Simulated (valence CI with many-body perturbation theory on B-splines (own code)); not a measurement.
**Energy levels of Tm55+**

Level of theory: configuration interaction combined with many-body perturbation theory (CI+MBPT): four valence electrons over a frozen Dirac-Fock core [Ne], a basis of 9 s, 9 p, 8 d, 6 f, 3 g, 1 h functions for each j, with the one-electron correlation potential Σ1 (screened to all orders), the two-electron term Σ2, the three-electron term Σ3, Breit, model QED; selected single and double excitations, second order for the rest, scaled by the run's own slope (own B-spline code, finite nucleus).

No measured spectrum was set against this ion. As an estimate, large intervals hold to a few tenths of a per cent, small ones and those within an open d or f shell to about a per cent.

Levels 1 to 36 of 36, with energies above the lowest level, (3s^2 3p1/2^2) J=0. "Leading %" is the weight of the configuration and term that name the level; weights of strongly mixed levels are sums over their largest components and can fall short, so below about 35 % the name and the second component can differ from the true leading terms, or belong to a minority configuration. In the jj column 3d3/2^4 stands for four electrons in 3d with j = 3/2. Lifetimes count E1, E2, E3, M1 and M2 decay at the calculated energies, and are blank where another channel may lead or the interval is too uncertain; long ones can be off by a factor of two.

| No. | Configuration | Term | J | E (eV) | Leading % | Leading jj | Lifetime |
| --- | --- | --- | --- | --- | --- | --- | --- |
| 1 | 3s2 3p2 | 3P | 0 | 0.00 | 69 | 3s^2 3p1/2^2 (99 %) |  |
| 2 | 3s2 3p2 | 3P | 1 | 247.02 | 99 | 3s^2 3p1/2 3p3/2 (99 %) | 10.3 ns |
| 3 | 3s2 3p2 | 1D | 2 | 255.66 | 64 | 3s^2 3p1/2 3p3/2 (99 %) | 828 ns |
| 4 | 3s 3p3 | 3P° | 2 | 397.56 | 45 | 3s 3p1/2^2 3p3/2 (96 %) | 46.8 ps |
| 5 | 3s 3p3 | 3D° | 1 | 423.51 | 30 | 3s 3p1/2^2 3p3/2 (83 %) | 2.06 ps |
| 6 | 3s2 3p 3d | 3F° | 2 | 448.59 | 74 | 3s^2 3p1/2 3d3/2 (99 %) | 127 ps |
| 7 | 3s2 3p 3d | 3D° | 1 | 487.62 | 45 | 3s^2 3p1/2 3d3/2 (83 %) | 371 fs |
| 8 | 3s2 3p2 | 3P | 2 | 509.10 | 63 | 3s^2 3p3/2^2 (98 %) | 3.88 ns |
| 9 | 3s2 3p 3d | 3P° | 2 | 524.30 | 44 | 3s^2 3p1/2 3d5/2 (95 %) | 4.23 ps |
| 10 | 3s2 3p 3d | 3F° | 3 | 525.16 | 52 | 3s^2 3p1/2 3d5/2 (98 %) | 6.78 ps |
| 11 | 3s2 3p2 | 1S | 0 | 527.84 | 68 | 3s^2 3p3/2^2 (98 %) | 3.46 ns |
| 12 | 3s 3p2 3d | 3D | 1 | 602.79 | 42 | 3s 3p1/2^2 3d3/2 (98 %) | 22.1 ps |
| 13 | 3s 3p2 3d | 3D | 2 | 609.32 | 29 | 3s 3p1/2^2 3d3/2 (96 %) | 22.6 ps |
| 14 | 3s 3p3 | 3D° | 2 | 638.29 | 50 | 3s 3p1/2 3p3/2^2 (94 %) | 2.86 ps |
| 15 | 3s 3p3 | 3D° | 3 | 654.47 | 93 | 3s 3p1/2 3p3/2^2 (93 %) | 4.43 ps |
| 16 | 3s 3p3 | 3P° | 0 | 665.44 | 87 | 3s 3p1/2 3p3/2^2 (87 %) | 2.50 ps |
| 17 | 3s 3p2 3d | 3D | 3 | 674.10 | 33 | 3s 3p1/2^2 3d5/2 (97 %) | 5.60 ps |
| 18 | 3s 3p3 | 3P° | 1 | 678.49 | 36 | 3s 3p1/2 3p3/2^2 (83 %) | 1.45 ps |
| 19 | 3s 3p3 | 1D° | 2 | 679.19 | 56 | 3s 3p1/2 3p3/2^2 (73 %) | 1.14 ps |
| 20 | 3s 3p2 3d | 3F | 2 | 686.88 | 28 | 3s 3p1/2^2 3d5/2 (95 %) | 5.02 ps |
| 21 | 3s 3p3 | 3S° | 1 | 689.15 | 33 | 3s 3p1/2 3p3/2^2 (96 %) | 522 fs |
| 22 | 3s2 3p 3d | 3F° | 3 | 729.84 | 43 | 3s^2 3p3/2 3d3/2 (93 %) | 728 fs |
| 23 | 3s2 3p 3d | 3D° | 2 | 732.48 | 41 | 3s^2 3p3/2 3d3/2 (72 %) | 357 fs |
| 24 | 3s2 3p 3d | 3P° | 1 | 733.31 | 47 | 3s^2 3p3/2 3d3/2 (84 %) | 448 fs |
| 25 | 3s2 3p 3d | 3P° | 0 | 734.48 | 87 | 3s^2 3p3/2 3d3/2 (87 %) | 525 fs |
| 26 | 3s2 3p 3d | 3F° | 4 | 766.04 | 99 | 3s^2 3p3/2 3d5/2 (99 %) | 7.92 ns |
| 27 | 3s2 3p 3d | 3P° | 2 | 774.16 | 44 | 3s^2 3p3/2 3d5/2 (95 %) | 7.94 ps |
| 28 | 3s2 3p 3d | 3D° | 3 | 796.84 | 58 | 3s^2 3p3/2 3d5/2 (94 %) | 2.01 ps |
| 29 | 3s2 3p 3d | 1P° | 1 | 805.66 | 63 | 3s^2 3p3/2 3d5/2 (96 %) | 2.89 ps |
| 30 | 3p4 | 3P | 2 | 822.93 | 25 | 3s 3p1/2 3p3/2 3d3/2 (58 %) | 3.26 ps |
| 31 | 3s 3p2 3d | 5D | 0 | 830.36 | 72 | 3s 3p1/2 3p3/2 3d3/2 (91 %) | 16.5 ps |
| 32 | 3s 3p2 3d | 5D | 1 | 833.01 | 52 | 3s 3p1/2 3p3/2 3d3/2 (99 %) | 22.2 ps |
| 33 | 3s 3p2 3d | 5F | 3 | 837.80 | 45 | 3s 3p1/2 3p3/2 3d3/2 (96 %) | 20.7 ps |
| 34 | 3p4 | 3P | 2 | 840.14 | 25 | 3s 3p1/2 3p3/2 3d3/2 (54 %) | 1.50 ps |
| 35 | 3p4 | 1S | 0 | 849.63 | 43 | 3p1/2^2 3p3/2^2 (68 %) | 1.16 ps |
| 36 | 3s 3p2 3d | 3G | 4 | 853.01 | 29 | 3s 3p1/2 3p3/2 3d3/2 (93 %) | 51.5 ps |

The ionisation energy to 3s2 3p 2P°_1/2 of the next ion comes out as 5529.6 eV (NIST: 5527 ± 5 eV (theoretical)). All 36 levels together are meant to be complete up to 863.57 eV.
